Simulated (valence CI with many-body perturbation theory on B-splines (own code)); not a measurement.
Level structure of Hf²¹⁺

Calculated by configuration interaction combined with many-body perturbation theory (CI+MBPT): five valence electrons over a frozen Dirac-Fock core [Kr] 4d10, radial functions for each j: 7 s, 7 p, 7 d, 7 f, 4 g, 2 h, with the one-electron correlation potential Σ1 (screened to all orders), the two-electron term Σ2, the three-electron term Σ3, Breit, model QED; selected single and double excitations, second order for the rest, scaled by the run's own slope (own B-spline code, finite nucleus).

No measured levels were compared; by estimate terms of the open shell hold to a few per cent of their energy, and close levels can change places. Among the levels kept, up to 990 cm⁻¹ of a level comes from second order outside the variational space, and about a tenth of that is noise between levels of different J, which matters for small intervals. Only levels of the ground parity were solved; by the run's estimate the other parity begins above the list, which can be wrong where configurations are misplaced.

Levels 91 to 135 of 194, with energies above the lowest level, 4f⁵ ⁶H°_5/2. "Leading %" is the weight of the configuration and term that name the level; weights of strongly mixed levels are sums over their largest components and can fall short. Lifetimes count E1, E2, E3, M1 and M2 decay at the calculated energies, and are blank where another channel may lead or the interval is too uncertain; long ones can be off by a factor of two.

```
No.  Configuration  Term     J  E (eV)  Leading %  Second component  Lifetime
 91            4f⁵   ²N°  21/2  14.369         48      46 % 4f⁵ ²O°   2.99 ms
 92            4f⁵   ²H°   9/2  14.420         41      27 % 4f⁵ ²G°   1.83 ms
 93            4f⁵   ²L°  17/2  14.476         86      10 % 4f⁵ ⁴K°   5.34 ms
 94            4f⁵   ²D°   5/2  14.560         25      22 % 4f⁵ ⁴G°   1.94 ms
 95            4f⁵   ⁴H°   7/2  14.638         51      26 % 4f⁵ ⁴G°   1.79 ms
 96            4f⁵   ²P°   3/2  14.667         32      32 % 4f⁵ ²D°   2.01 ms
 97            4f⁵   ⁴P°   1/2  14.772         67      23 % 4f⁵ ⁴D°   2.86 ms
 98            4f⁵   ²L°  15/2  14.800         30      30 % 4f⁵ ²K°   1.76 ms
 99            4f⁵   ²H°  11/2  14.805         44      20 % 4f⁵ ⁴G°   5.27 ms
100            4f⁵   ⁴G°   9/2  14.809         39      28 % 4f⁵ ⁴H°   1.67 ms
101            4f⁵   ⁴H°  13/2  14.904         50      40 % 4f⁵ ⁴K°   4.29 ms
102            4f⁵   ²H°  11/2  14.990         37      26 % 4f⁵ ⁴G°   2.99 ms
103            4f⁵   ²D°   5/2  15.060         56      16 % 4f⁵ ²F°   1.80 ms
104            4f⁵   ⁴K°  11/2  15.206         29      24 % 4f⁵ ²H°   2.79 ms
105            4f⁵   ²I°  13/2  15.251         43      18 % 4f⁵ ⁴K°   2.68 ms
106            4f⁵   ⁴K°  15/2  15.400         63      18 % 4f⁵ ²K°   2.37 ms
107            4f⁵   ⁴K°  17/2  15.527         83      15 % 4f⁵ ²L°   7.50 ms
108            4f⁵   ²I°  13/2  15.808         57      15 % 4f⁵ ⁴K°   2.68 ms
109            4f⁵   ²F°   7/2  15.808         51      33 % 4f⁵ ²G°   1.80 ms
110            4f⁵   ²H°   9/2  15.898         65      18 % 4f⁵ ⁴H°   3.31 ms
111            4f⁵   ²F°   5/2  15.924         41      16 % 4f⁵ ⁴D°   1.82 ms
112            4f⁵   ⁴F°   3/2  16.176         29      28 % 4f⁵ ⁴D°   1.93 ms
113            4f⁵   ²K°  15/2  16.315         56      30 % 4f⁵ ²L°   2.16 ms
114            4f⁵   ²F°   7/2  16.323         38      28 % 4f⁵ ⁴D°   2.00 ms
115            4f⁵   ²D°   3/2  16.403         39      20 % 4f⁵ ²P°   1.86 ms
116            4f⁵   ²H°   9/2  16.454         53      28 % 4f⁵ ²G°   2.20 ms
117            4f⁵   ²K°  13/2  16.609         51      40 % 4f⁵ ²I°   2.39 ms
118            4f⁵   ²H°  11/2  16.674         37      35 % 4f⁵ ²I°   1.48 ms
119            4f⁵   ⁴D°   1/2  16.696         64      29 % 4f⁵ ⁴P°   4.68 ms
120            4f⁵   ²F°   5/2  16.973         45      19 % 4f⁵ ⁴P°   1.95 ms
121            4f⁵   ⁴H°   7/2  17.203         62      15 % 4f⁵ ²G°   5.00 ms
122            4f⁵   ²K°  15/2  17.230         91       4 % 4f⁵ ²L°   3.06 ms
123            4f⁵   ²H°   9/2  17.414         39      34 % 4f⁵ ²G°   1.39 ms
124            4f⁵   ²H°  11/2  17.516         34      31 % 4f⁵ ⁴H°   2.45 ms
125            4f⁵   ⁴F°   5/2  17.559         31      26 % 4f⁵ ²F°   2.42 ms
126            4f⁵   ⁴H°  13/2  17.696         72      21 % 4f⁵ ²K°   3.22 ms
127            4f⁵   ⁴H°   9/2  17.741         71      14 % 4f⁵ ²H°   4.47 ms
128            4f⁵   ²F°   7/2  17.754         41      27 % 4f⁵ ⁴D°   3.11 ms
129            4f⁵   ²P°   1/2  17.811         82      16 % 4f⁵ ⁴D°   3.82 ms
130            4f⁵   ⁴H°  11/2  17.910         48      24 % 4f⁵ ²H°   3.14 ms
131            4f⁵   ²D°   3/2  18.130         36      36 % 4f⁵ ⁴D°   1.84 ms
132            4f⁵   ⁴D°   7/2  18.259         50      21 % 4f⁵ ⁴H°   2.02 ms
133            4f⁵   ⁴S°   3/2  18.263         23      23 % 4f⁵ ²P°   3.00 ms
134            4f⁵   ²M°  17/2  18.584         86      11 % 4f⁵ ²L°   5.64 ms
135            4f⁵   ⁴D°   5/2  18.630         47      27 % 4f⁵ ²D°   2.29 ms
```

Names give the largest LS component (configuration and term), which can be under half, so a name can repeat, a term be missing and a line seem to break the LS rules; names also repeat where a configuration has a term twice.

Where two levels of one J and parity lie close, their mixing, g and order are uncertain.
